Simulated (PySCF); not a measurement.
**r2SCAN on Nb (niobium, neutral)**

Configuration: [Kr] 4d4 5s1, high-spin 6D determinant. All numbers are calculated (PySCF 2.14, scalar relativity by spin-free X2C-1e, in aug-cc-pwCVTZ-DK (11s10p8d4f3g, 136 functions)).

- Total energy: -3819.26 hartree
- One-electron energy: -5271.09 hartree
- Hartree (Coulomb) energy: 1571.81 hartree
- Exchange-correlation energy: -119.98 hartree
- ⟨S²⟩: 8.7523
- ⟨L²⟩: 6.019
- Sum of ⟨r⟩: 31.49 bohr
- Sum of ⟨r²⟩: 57.26 bohr²
- Traceless quadrupole moment −½Σ⟨3z² − r²⟩ along its main axis: -1.57 e·bohr²
- Langevin diamagnetic susceptibility: -45.4 ×10⁻⁶ cm³/mol
- Time after the integrals: about 6 core-seconds

| shell | electrons | mean orbital energy (hartree) | spread (hartree) | rms radius, mean of both spins (bohr) |
| --- | --- | --- | --- | --- |
| 1s β | 1 | -691.67822 | 0 | 0.0415 |
| 1s α | 1 | -691.67784 | 0 | 0.0415 |
| 2s α | 1 | -97.19286 | 0 | 0.171 |
| 2s β | 1 | -97.17616 | 0 | 0.171 |
| 2p α | 3 | -86.71903 | 0.00262 | 0.152 |
| 2p β | 3 | -86.70711 | 0.00584 | 0.152 |
| 3s α | 1 | -16.39177 | 0 | 0.473 |
| 3s β | 1 | -16.38534 | 0 | 0.473 |
| 3p α | 3 | -12.92952 | 0.00967 | 0.480 |
| 3p β | 3 | -12.92139 | 0.01160 | 0.480 |
| 3d α | 5 | -7.28057 | 0.01074 | 0.476 |
| 3d β | 5 | -7.26593 | 0.01431 | 0.476 |
| 4s α | 1 | -2.21859 | 0 | 1.24 |
| 4s β | 1 | -2.13605 | 0 | 1.24 |
| 4p α | 3 | -1.32478 | 0.00582 | 1.40 |
| 4p β | 3 | -1.22605 | 0.03628 | 1.40 |
| 5s α | 1 | -0.17141 | 0 | 3.82 |
| 4d α | 4 | -0.14492 | 0.03364 | 2.43 |

Densities and radii are taken from the X2C orbitals without a picture-change correction, which distorts them close to the nucleus.
